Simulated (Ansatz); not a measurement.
Coupled-cluster run, `[NH]=[Mo](=[NH])([F])[Cl]`.

```yaml
crystal:
  periodic: [false, false, false]
  atoms:
    - {symbol: N, position_ang: [-1.135549, 0.439782, 0.806495]}
    - {symbol: Mo, position_ang: [-0.133766, -0.011451, -0.507344]}
    - {symbol: N, position_ang: [1.306551, -0.698097, 0.115133]}
    - {symbol: F, position_ang: [-1.016828, -1.293110, -1.517211]}
    - {symbol: Cl, position_ang: [0.438687, 1.887638, -1.610777]}
    - {symbol: H, position_ang: [-1.322979, 0.560323, 1.793612]}
    - {symbol: H, position_ang: [1.925081, -0.953085, 0.874393]}
basis:
  gaussian: {orbitals: def2-SVP}
correlation: {method: ccsd_t}
```

```sh
$ ansatz run in.yaml --threads 4 --pin off --events-out ev --progress --plain
```

The program prints (abridged):

```
Functional definition: HF
1005 factors; integrals over basis functions are off by at most 6.6e-4 eV
mean field evaluation 1: about -20024.7885 eV, gradient 6.7e1 eV
mean field evaluation 2: about -20024.9864 eV, gradient 6.7e1 eV
mean field evaluation 4: about -20034.0379 eV, gradient 8.6e0 eV
mean field evaluation 8: about -20034.2327 eV, gradient 8.8e-1 eV
mean field evaluation 16: about -20034.2386 eV, gradient 1.0e-5 eV
mean field -20034.23855108 eV, -736.2446870575 hartree, gradient 2.5e-6 eV, S^2 0.000000; 0 other end points of the search recorded, 0 dependent functions left out; unrestricted orbitals would lower it
8 core orbitals not correlated: weight in the atoms' cores, before any rotation towards them, 1.000 or more for the frozen orbitals, at most 0.000 for the correlated occupied ones
reference -20034.23855108 eV, -736.2446870575 hartree; 20, 20 occupied and 73, 73 virtual orbitals, 1005 factors
second order -30.46353025 eV of doubles, -0.00000000 eV of singles
cycle   1  -26.93897518 eV  change     3.5e0 eV  update   2.9e-1
cycle   2  -28.60077791 eV  change    -1.7e0 eV  update   1.9e-1
cycle   3  -28.93288702 eV  change   -3.3e-1 eV  update   3.4e-2
cycle   4  -28.95281508 eV  change   -2.0e-2 eV  update   1.5e-2
cycle   5  -28.94848016 eV  change    4.3e-3 eV  update   3.8e-3
cycle   6  -28.95311450 eV  change   -4.6e-3 eV  update   2.0e-3
cycle   7  -28.95190026 eV  change    1.2e-3 eV  update   8.3e-4
cycle   8  -28.95145381 eV  change    4.5e-4 eV  update   3.5e-4
cycle   9  -28.95158026 eV  change   -1.3e-4 eV  update   1.6e-4
cycle  10  -28.95164735 eV  change   -6.7e-5 eV  update   6.6e-5
cycle  11  -28.95153896 eV  change    1.1e-4 eV  update   3.7e-5
cycle  12  -28.95148646 eV  change    5.2e-5 eV  update   1.8e-5
cycle  13  -28.95153975 eV  change   -5.3e-5 eV  update   7.7e-6
cycle  14  -28.95152443 eV  change    1.5e-5 eV  update   3.4e-6
perturbative correction -1.50694556 eV, -0.0553792281 hartree
Total energy: -20064.69702107 eV, -737.3640151841 hartree
```

Run time 9 s (4 threads of a server CPU on a shared host); peak host memory 0.52 GiB.

The correlation energy is -30.458 eV, 4.9 % of it from (T); the T1 diagnostic reads 0.0204.
